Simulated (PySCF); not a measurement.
C2H7AlO, SMILES [CH3][Al]([CH3])[OH] (connectivity only; charge and spin as stated), charge +1, multiplicity 2.

The structure is a stationary point at ωB97X-D3(BJ)/def2-SVP. The spin state was assumed, not searched. The isomer is the one that the SMILES or the coordinates give; other isomers of the formula were not compared. Other conformers were not sampled.

Computed with PySCF with M06-2X/def2-TZVP.

```json
{
 "total_energy": "-397.79238 hartree",
 "α spin, highest occupied and lowest empty level": "-14.72 and -4.83 eV",
 "β spin, highest occupied and lowest empty level": "-15.66 and -9.31 eV",
 "dipole_moment_about_the_centre_of_nuclear_charge": "1.47 D",
 "mean_static_polarisability": "56.8 bohr³ (8.41 Å³)",
 "polarisability_principal_values": "37.8, 50.6, 81.9 bohr³",
 "⟨S²⟩": "0.760 (pure state 0.75)"
}
```
